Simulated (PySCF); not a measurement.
`F[SiH2]C#[C][GeH3]`: 4 charge schemes on one density

Compound: C2H5FGeSi.
Geometry (PBE0-D3(BJ)/def2-SVP, Å), atoms numbered from 1 in this order:
```xyz
10
C2H5FGeSi angstrom
F      3.361   -1.361    0.819
Si     2.459   -1.337   -0.530
C      0.809   -0.664   -0.134
C     -0.302   -0.215    0.114
Ge    -2.029    0.488    0.514
H      3.136   -0.462   -1.522
H      2.329   -2.732   -1.024
H     -2.399    1.508   -0.571
H     -1.965    1.163    1.890
H     -3.035   -0.671    0.526
```

Density: PBE0/pcSseg-1 (PySCF); schemes: Mulliken, IAO, Hirshfeld and ESP-fitted. Geometry: PBE0-D3(BJ)/def2-SVP; no solvent, vibrations or thermal averaging. The calculation is non-relativistic, for germanium too.

**Question.** Tabulate the Mulliken, IAO, Hirshfeld and ESP-fitted charges.

**Answer.** In e:

```json
{"atom": "F1", "environment": "silicon-bound fluorine", "Mulliken": "-0.424", "IAO": "-0.530", "Hirshfeld": "-0.205", "ESP-fitted": "-0.297"}
{"atom": "Si2", "environment": "fluorine-bound silicon", "Mulliken": "+0.912", "IAO": "+1.101", "Hirshfeld": "+0.445", "ESP-fitted": "+0.719"}
{"atom": "C3", "environment": "alkyne carbon", "Mulliken": "-0.435", "IAO": "-0.358", "Hirshfeld": "-0.158", "ESP-fitted": "-0.269"}
{"atom": "C4", "environment": "alkyne carbon", "Mulliken": "-0.195", "IAO": "-0.252", "Hirshfeld": "-0.128", "ESP-fitted": "-0.122"}
{"atom": "Ge5", "environment": "germanium bonded to C and 3 H", "Mulliken": "+0.346", "IAO": "+0.513", "Hirshfeld": "+0.342", "ESP-fitted": "+0.294"}
{"atom": "H6", "environment": "Si–H hydrogen", "Mulliken": "-0.119", "IAO": "-0.134", "Hirshfeld": "-0.066", "ESP-fitted": "-0.113"}
{"atom": "H7", "environment": "Si–H hydrogen", "Mulliken": "-0.119", "IAO": "-0.134", "Hirshfeld": "-0.066", "ESP-fitted": "-0.113"}
{"atom": "H8", "environment": "Ge–H hydrogen", "Mulliken": "+0.010", "IAO": "-0.070", "Hirshfeld": "-0.055", "ESP-fitted": "-0.038"}
{"atom": "H9", "environment": "Ge–H hydrogen", "Mulliken": "+0.013", "IAO": "-0.068", "Hirshfeld": "-0.053", "ESP-fitted": "-0.027"}
{"atom": "H10", "environment": "Ge–H hydrogen", "Mulliken": "+0.011", "IAO": "-0.070", "Hirshfeld": "-0.055", "ESP-fitted": "-0.035"}
```

Mean size of the charges over all atoms: IAO 0.323 e, Mulliken 0.259 e, ESP-fitted 0.203 e, Hirshfeld 0.157 e. Each set sums to the total charge, 0, to within 0.001 e. The IAO scheme counts the electrons in orthogonalised intrinsic atomic orbitals, a minimal basis polarised so that it spans the occupied orbitals exactly.

Lowest charge. The schemes don't all agree: Mulliken C3 (-0.435); IAO F1 (-0.530); Hirshfeld F1 (-0.205); ESP-fitted F1 (-0.297).

Highest charge. All schemes agree: Mulliken Si2 (+0.912); IAO Si2 (+1.101); Hirshfeld Si2 (+0.445); ESP-fitted Si2 (+0.719).

**Question.** Sum the charges by element, for elements with more than one atom.

**Answer.** 
```csv
element,atoms,Mulliken,IAO,Hirshfeld,ESP-fitted
C,2,-0.630,-0.610,-0.286,-0.391
H,5,-0.204,-0.475,-0.296,-0.325
```

**Question.** How closely do the schemes follow one another over all atoms?

**Answer.** Correlation coefficient and root-mean-square difference: IAO with ESP-fitted 0.99, 0.167 e; Mulliken with ESP-fitted 0.99, 0.098 e; Mulliken with IAO 0.99, 0.102 e; IAO with Hirshfeld 0.98, 0.251 e; Hirshfeld with ESP-fitted 0.97, 0.102 e; Mulliken with Hirshfeld 0.95, 0.191 e.

**Question.** How many electrons does the Hirshfeld scheme count on Si2?

**Answer.** Z − q = 14 − (+0.445) = 13.555.
